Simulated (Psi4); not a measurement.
Psi4 input (wB97X-D/6-31G*):

```
memory 1500 MB

molecule {
0 2
C     1.78962200    0.61908300    0.11804400
Si    0.52604500   -0.76064200   -0.12688800
B    -1.42001700   -0.24593100   -0.05161500
O    -1.96010500    0.95970200    0.15146100
H     1.67494300    1.38980600   -0.64607400
H     1.66335700    1.09157300    1.09367300
H     2.80775800    0.22822000    0.05782100
H     0.72089600   -1.80907300    0.90878600
H     0.73660600   -1.40472200   -1.44999900
H    -2.92499000    0.99073500    0.15035500
symmetry c1
no_reorient
no_com
}

set {
  basis 6-31G*
  reference uks
  scf_type pk
  dft_radial_points 99
  dft_spherical_points 590
  e_convergence 1e-8
  d_convergence 1e-7
  maxiter 150
}

e = energy('wb97x-d')
print_out(f'\nFINAL {e:.10f} DIPOLE {variable("CURRENT DIPOLE")[0]:.6f} {variable("CURRENT DIPOLE")[1]:.6f} {variable("CURRENT DIPOLE")[2]:.6f}\n')
```

Output:

```
   => Loading Basis Set <=

    Name: 6-31G*
    Role: ORBITAL
    Keyword: BASIS
    atoms 1    entry C          line   111 file 6-31gs.gbs
    atoms 2    entry SI         line   268 file 6-31gs.gbs
    atoms 3    entry B          line    94 file 6-31gs.gbs
    atoms 4    entry O          line   145 file 6-31gs.gbs
    atoms 5-10 entry H          line    44 file 6-31gs.gbs

   => WB97X-D: Empirical Dispersion <=

    Chai and Head-Gordon Dispersion Correction
    Chai, J.-D.; Head-Gordon, M. (2010), J. Chem. Phys., 132: 6615-6620

        s6 =       1.000000

         ---------------------------------------------------------
                                   SCF
               by Justin Turney, Rob Parrish, Andy Simmonett
                          and Daniel G. A. Smith
                              UKS Reference
         ---------------------------------------------------------

  ==> Geometry <==

    Molecular point group: c1
    Full point group: C1

    Geometry (in Angstrom), charge = 0, multiplicity = 2:

       Center              X                  Y                   Z               Mass
    ------------   -----------------  -----------------  -----------------  -----------------
         C            1.789622000000     0.619083000000     0.118044000000    12.000000000000
         SI           0.526045000000    -0.760642000000    -0.126888000000    27.976926534650
         B           -1.420017000000    -0.245931000000    -0.051615000000    11.009305360000
         O           -1.960105000000     0.959702000000     0.151461000000    15.994914619570
         H            1.674943000000     1.389806000000    -0.646074000000     1.007825032230
         H            1.663357000000     1.091573000000     1.093673000000     1.007825032230
         H            2.807758000000     0.228220000000     0.057821000000     1.007825032230
         H            0.720896000000    -1.809073000000     0.908786000000     1.007825032230
         H            0.736606000000    -1.404722000000    -1.449999000000     1.007825032230
         H           -2.924990000000     0.990735000000     0.150355000000     1.007825032230

  Running in c1 symmetry.

  Rotational constants: A =      0.36829  B =      0.10339  C =      0.08433 [cm^-1]
  Rotational constants: A =  11041.14607  B =   3099.67370  C =   2528.12914 [MHz]
  Nuclear repulsion =  138.966901681613194

  Charge       = 0
  Multiplicity = 2
  Electrons    = 39
  Nalpha       = 20
  Nbeta        = 19

  ==> Algorithm <==

  SCF Algorithm Type is PK.
  DIIS enabled.
  MOM disabled.
  Fractional occupation disabled.
  Guess Type is SAD.
  Energy threshold   = 1.00e-08
  Density threshold  = 1.00e-07
  Integral threshold = 1.00e-12

  ==> Primary Basis <==

  Basis Set: 6-31G*
    Blend: 6-31G*
    Number of shells: 38
    Number of basis functions: 76
    Number of Cartesian functions: 76
    Spherical Harmonics?: false
    Max angular momentum: 2

  ==> DFT Potential <==

   => LibXC <=

    Version 7.1.2
    S. Lehtola, C. Steigemann, M. J. T. Oliveira, and M. A. L. Marques,  SoftwareX 7, 1–5 (2018) (10.1016/j.softx.2017.11.002)

   => Composite Functional: WB97X-D <=

    wB97X-D Hyb-GGA Exchange-Correlation Functional

    J.-D. Chai and M. Head-Gordon,  Phys. Chem. Chem. Phys. 10, 6615–6620 (2008) (10.1039/B810189B)

    Deriv               =              1
    GGA                 =           TRUE
    Meta                =          FALSE

    Exchange Hybrid     =           TRUE
    MP2 Hybrid          =          FALSE

   => Exchange-Correlation Functionals <=

    1.0000   wB97X-D range-separated functional

   => Exact (HF) Exchange <=

    0.7780            HF,LR [omega = 0.2000]
    0.2220               HF

   => LibXC Density Thresholds  <==

    XC_HYB_GGA_XC_WB97X_D:  1.00E-14

   => Molecular Quadrature <=

    Radial Scheme          =       TREUTLER
    Pruning Scheme         =           NONE
    Nuclear Scheme         =       TREUTLER

    Blocking Scheme        =         OCTREE
    BS radius alpha        =              1
    Pruning alpha          =              1
    Radial Points          =             99
    Spherical Points       =            590
    Total Points           =         554030
    Total Blocks           =           3938
    Max Points             =            256
    Max Functions          =             75
    Weights Tolerance      =       1.00E-15

  ==> Integral Setup <==

  Using in-core PK algorithm.
   Calculation information:
      Number of atoms:                  10
      Number of AO shells:              38
      Number of primitives:             96
      Number of atomic orbitals:        76
      Number of basis functions:        76

      Integral cutoff                 1.00e-12
      Number of threads:                 1

  Performing in-core PK
  Using 12846603 doubles for integral storage.
  We computed 246259 shell quartets total.
  Whereas there are 274911 unique shell quartets.

  Computing range-separated integrals for PK
  We computed 246259 wK shell quartets total.
  Whereas there are 274911 wK unique shell quartets.

  ==> DiskJK: Disk-Based J/K Matrices <==

    J tasked:                  Yes
    K tasked:                  Yes
    wK tasked:                 Yes
    Omega:               2.000E-01
    Schwarz Cutoff:          1E-12


  Cached 50.0% of DFT collocation blocks in 0.471 [GiB].

  Minimum eigenvalue in the overlap matrix is 7.6995566379E-03.
  Reciprocal condition number of the overlap matrix is 1.2302710900E-03.
    Using symmetric orthogonalization.

  ==> Pre-Iterations <==

  SCF Guess: Superposition of Atomic Densities via on-the-fly atomic UHF (no occupation information).

   -------------------------
    Irrep   Nso     Nmo
   -------------------------
     A         76      76
   -------------------------
    Total      76      76
   -------------------------

  ==> Iterations <==

                        Total Energy        Delta E     RMS |[F,P]|

   @UKS iter SAD:  -430.22845931592894   -4.30228e+02   0.00000e+00
   @UKS iter   1:  -430.98865731324599   -7.60198e-01   8.47722e-03 DIIS/ADIIS
   @UKS iter   2:  -431.01533831510841   -2.66810e-02   8.43953e-03 DIIS/ADIIS
   @UKS iter   3:  -431.17939860465486   -1.64060e-01   1.15581e-03 DIIS/ADIIS
   @UKS iter   4:  -431.18273638349729   -3.33778e-03   3.18178e-04 DIIS/ADIIS
   @UKS iter   5:  -431.18321394577436   -4.77562e-04   9.40053e-05 DIIS
   @UKS iter   6:  -431.18328635008743   -7.24043e-05   2.91555e-05 DIIS
   @UKS iter   7:  -431.18330059812814   -1.42480e-05   1.02777e-05 DIIS
   @UKS iter   8:  -431.18330261947358   -2.02135e-06   3.09963e-06 DIIS
   @UKS iter   9:  -431.18330279743356   -1.77960e-07   8.47286e-07 DIIS
   @UKS iter  10:  -431.18330280897925   -1.15457e-08   2.55569e-07 DIIS
   @UKS iter  11:  -431.18330280992194   -9.42691e-10   8.36821e-08 DIIS
  Energy and wave function converged.

  ==> Post-Iterations <==

   Electrons on quadrature grid:
      Nalpha   =   19.9999994478 ; deviation = -5.522e-07
      Nbeta    =   18.9999995134 ; deviation = -4.866e-07
      Ntotal   =   38.9999989613 ; deviation = -1.039e-06

   @Spin Contamination Metric:   3.282425380E-03
   @S^2 Expected:                7.500000000E-01
   @S^2 Observed:                7.532824254E-01
   @S   Expected:                5.000000000E-01
   @S   Observed:                5.000000000E-01

    Orbital Energies [Eh]
    ---------------------

    Alpha Occupied:

       1A    -66.254452     2A    -19.316263     3A    -10.274606
       4A     -6.887463     5A     -5.372252     6A     -3.716694
       7A     -3.716547     8A     -3.715956     9A     -1.150734
      10A     -0.789433    11A     -0.680135    12A     -0.600068
      13A     -0.519650    14A     -0.488144    15A     -0.486074
      16A     -0.467381    17A     -0.415406    18A     -0.404621
      19A     -0.394328    20A     -0.238521

    Alpha Virtual:

      21A      0.049836    22A      0.118929    23A      0.159146
      24A      0.167683    25A      0.205447    26A      0.224511
      27A      0.236073    28A      0.243836    29A      0.254987
      30A      0.309262    31A      0.339628    32A      0.368991
      33A      0.417675    34A      0.440078    35A      0.528994
      36A      0.543612    37A      0.649565    38A      0.652983
      39A      0.660851    40A      0.692017    41A      0.781365
      42A      0.813173    43A      0.836249    44A      0.843554
      45A      0.885032    46A      0.906554    47A      0.961556
      48A      0.994654    49A      1.009817    50A      1.023606
      51A      1.034972    52A      1.087040    53A      1.179384
      54A      1.215721    55A      1.254317    56A      1.319314
      57A      1.359672    58A      1.401035    59A      1.468512
      60A      1.534504    61A      1.684300    62A      1.814842
      63A      1.823341    64A      1.865296    65A      1.924472
      66A      2.236769    67A      2.290475    68A      2.349113
      69A      2.361243    70A      2.366797    71A      2.564844
      72A      2.899744    73A      3.090169    74A      3.568481
      75A      3.863652    76A      4.281755

    Beta Occupied:

       1A    -66.253961     2A    -19.315099     3A    -10.273885
       4A     -6.880530     5A     -5.371679     6A     -3.716319
       7A     -3.715720     8A     -3.715199     9A     -1.146184
      10A     -0.787129    11A     -0.671806    12A     -0.595646
      13A     -0.497500    14A     -0.487248    15A     -0.483289
      16A     -0.465723    17A     -0.404615    18A     -0.395879
      19A     -0.385989

    Beta Virtual:

      20A      0.034174    21A      0.064940    22A      0.124751
      23A      0.161689    24A      0.173880    25A      0.212374
      26A      0.225110    27A      0.239708    28A      0.246250
      29A      0.261781    30A      0.313986    31A      0.341753
      32A      0.372730    33A      0.425022    34A      0.447605
      35A      0.557168    36A      0.569920    37A      0.653070
      38A      0.658470    39A      0.670873    40A      0.699613
      41A      0.785233    42A      0.822289    43A      0.837727
      44A      0.852010    45A      0.896112    46A      0.911368
      47A      0.969979    48A      0.995364    49A      1.012603
      50A      1.029996    51A      1.035412    52A      1.088984
      53A      1.194712    54A      1.218283    55A      1.262420
      56A      1.319985    57A      1.391581    58A      1.432739
      59A      1.475699    60A      1.572646    61A      1.702176
      62A      1.818846    63A      1.825642    64A      1.875301
      65A      1.952002    66A      2.248476    67A      2.300394
      68A      2.360633    69A      2.363000    70A      2.368155
      71A      2.575306    72A      2.907264    73A      3.093424
      74A      3.619964    75A      3.866359    76A      4.283978

    Final Occupation by Irrep:
              A
    DOCC [    19 ]
    SOCC [     1 ]
    NA   [    20 ]
    NB   [    19 ]

  @UKS Final Energy:  -431.18330280992194

   => Energetics <=

    Nuclear Repulsion Energy =            138.9669016816131943
    One-Electron Energy =                -869.0186825253742882
    Two-Electron Energy =                 327.9231426902119892
    DFT Exchange-Correlation Energy =     -29.0516785147735561
    Empirical Dispersion Energy =          -0.0029861415992459
    VV10 Nonlocal Energy =                  0.0000000000000000
    Total Energy =                       -431.1833028099219405

  UHF NO Occupations:
  HONO-2 :   18  A 1.9996428
  HONO-1 :   19  A 1.9989086
  HONO-0 :   20  A 1.0000000
  LUNO+0 :   21  A 0.0010914
  LUNO+1 :   22  A 0.0003572
  LUNO+2 :   23  A 0.0000860
  LUNO+3 :   24  A 0.0000555

Computation Completed

Properties will be evaluated at   0.000000,   0.000000,   0.000000 [a0]

Properties computed using the SCF density matrix

 Multipole Moments:

 ------------------------------------------------------------------------------------
     Multipole            Electronic (a.u.)      Nuclear  (a.u.)        Total (a.u.)
 ------------------------------------------------------------------------------------

 L = 1.  Multiply by 2.5417464519 to convert [e a0] to [Debye]
 Dipole X            :         -0.5261009            0.0000132           -0.5260877
 Dipole Y            :          0.4650294            0.0000189            0.4650483
 Dipole Z            :          0.0762039            0.0000132            0.0762171
 Magnitude           :                                                    0.7062912

 ------------------------------------------------------------------------------------

FINAL -431.1833028099 DIPOLE -0.526088 0.465048 0.076217

*** Psi4 exiting successfully. Buy a developer a beer!
```

The geometry given is a B3LYP-D3(BJ)/def2-TZVP minimum.
